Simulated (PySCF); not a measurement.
W(O)2(OH)(NH2) (H₃NO₃W), SMILES [W](=[O])([NH2])([OH])=[O], multiplicity 1.

The structure is a stationary point at B3LYP-D3(BJ)/def2-SVP. The geometry has at least one imaginary mode, so it is a saddle point at that level. The multiplicity is an assumed one; no other spin state was optimised. The structure was generated by enumeration; whether it is a known compound was not checked. The def2 effective core potentials stand for the cores of W; spin–orbit coupling is left out. The values are those of a single conformer.

These are TDA-B3LYP/def2-SVPD (PySCF 2.14.0) values and carry that method's errors.

Vertical excitations.  State labels are in the subgroup Cs.

| state | symmetry | energy (eV) | λ (nm) | f | main pairs |
|---|---|---|---|---|---|
| S1 | A' | 5.12 | 242 | 0.001 | HOMO−1→LUMO+1 98 % |
| S2 | A" | 5.22 | 237 | 0.000 | HOMO→LUMO+1 84 %, HOMO−1→LUMO 15 % |
| S3 | A" | 5.50 | 225 | 0.009 | HOMO−1→LUMO 74 %, HOMO→LUMO+1 13 % |
| S4 | A' | 5.78 | 215 | 0.069 | HOMO→LUMO 74 %, HOMO−3→LUMO 13 % |
| S5 | A" | 6.07 | 204 | 0.000 | HOMO−2→LUMO 93 % |
| S6 | A' | 6.27 | 198 | 0.005 | HOMO−3→LUMO 59 %, HOMO−2→LUMO+1 19 %, HOMO−4→LUMO 10 % |
| S7 | A' | 6.33 | 196 | 0.009 | HOMO−2→LUMO+1 60 %, HOMO−3→LUMO 17 % |
| S8 | A" | 6.43 | 193 | 0.001 | HOMO−1→LUMO+3 43 %, HOMO−4→LUMO+1 37 %, HOMO−1→LUMO+2 7 % |
| S9 | A" | 6.49 | 191 | 0.001 | HOMO−4→LUMO+1 51 %, HOMO−1→LUMO+3 31 %, HOMO−1→LUMO+2 12 % |
| S10 | A" | 6.59 | 188 | 0.008 | HOMO−3→LUMO+1 59 % |
| T1 | A' | 4.71 | 263 | 0 | HOMO→LUMO 69 %, HOMO−1→LUMO+1 28 % |
| T2 | A' | 4.79 | 259 | 0 | HOMO−1→LUMO+1 69 %, HOMO→LUMO 28 % |
| T3 | A" | 4.87 | 255 | 0 | HOMO−1→LUMO 63 %, HOMO→LUMO+1 24 % |
| T4 | A" | 5.00 | 248 | 0 | HOMO→LUMO+1 63 %, HOMO−1→LUMO 31 % |
Triplets are in the Tamm–Dancoff approximation.
